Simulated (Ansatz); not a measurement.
The cluster K7H8, relaxed as a doublet with UKS PBE0-D4/def2-SVP in Ansatz, starting from the GFN2-xTB geometry. Force threshold 0.02 eV/Å.

The relaxation made no stability test and no search for a lower SCF solution. The structure comes from a short search, and lower isomers may exist.

Start:

Cartesian coordinates in Å:
```
K 0.229 -3.750 0.297
K -2.643 3.208 1.846
K -1.115 0.428 0.284
K 2.476 -0.275 -0.018
K 2.499 -2.793 -2.439
K -3.122 6.439 0.295
K -2.312 -2.169 2.352
H -2.328 -0.401 1.685
H 1.967 3.076 -1.939
H 3.189 -1.189 -1.589
H -1.170 -3.365 1.431
H 1.308 -3.628 -1.183
H -1.614 2.356 0.478
H 2.040 2.312 -1.740
H 0.597 -0.248 0.240
```

| step | energy (eV) | largest force component (eV/Å) | SCF passes |
| --- | --- | --- | --- |
| 1 | -114345.4036 | 3.551 | 20 |
| 2 | -114348.8001 | 2.101 | 26 |
| 3 | -114351.2141 | 1.135 | 26 |
| 4 | -114352.5190 | 0.864 | 24 |
| 5 | -114353.2781 | 0.620 | 23 |
| 6 | -114353.6905 | 0.387 | 23 |
| 7 | -114353.8427 | 0.423 | 24 |
| 8 | -114353.9209 | 0.374 | 23 |
| 9 | -114353.9910 | 0.554 | 22 |
| 10 | -114354.0466 | 0.902 | 21 |
| 11 | -114354.1125 | 0.830 | 22 |
| 14 | -114354.3478 | 0.101 | 26 |
| 17 | -114354.4576 | 0.159 | 22 |
| 20 (rejected) | -114354.4829 | 0.218 | 22 |
| 23 | -114354.5124 | 0.265 | 22 |
| 26 | -114354.5273 | 0.517 | 22 |
| 29 | -114354.5450 | 0.053 | 22 |
| 32 | -114354.5550 | 0.211 | 22 |
| 35 | -114354.5618 | 0.036 | 23 |
| 38 | -114354.5672 | 0.214 | 22 |
| 41 | -114354.5720 | 0.025 | 23 |
| 44 | -114354.5754 | 0.053 | 19 |
| 47 (rejected) | -114354.5762 | 0.095 | 22 |
| 50 | -114354.5784 | 0.030 | 23 |
| 52 | -114354.5800 | 0.013 | 23 |

Force components are those of the run's own axes.

End:

Cartesian coordinates in Å:
```
K 0.482 -3.152 0.010
K -3.672 2.850 2.223
K -1.276 0.216 0.760
K 2.648 0.202 -1.956
K 4.221 -3.722 -2.372
K -1.158 5.285 0.275
K -3.599 -2.070 2.758
H -3.659 0.373 2.464
H 0.597 2.832 -0.729
H 4.363 -1.302 -2.852
H -1.622 -2.484 1.394
H 2.347 -4.485 -1.006
H -1.563 2.813 0.722
H 1.138 3.216 -1.114
H 0.752 -0.573 -0.579
```

Bonds lost: K1–K3, K1–K4, K2–K6 (atoms count from 1). Bonds formed: K1–H15, K2–H8, K3–H11, K6–H13 (atoms count from 1). Metal–metal contacts that move far: K1–K7 3.63 to 5.04 Å, K3–K4 3.67 to 4.77 Å. The end holds 2 separate pieces.

The force fell under the threshold at step 42, but the optimiser went on and released 0.006 eV more. No frequencies were taken in this run, so the end may be a saddle point.

It took 14 min on 4 threads of Arm Neoverse V1 on a shared host, peak host memory 1.1 GiB.
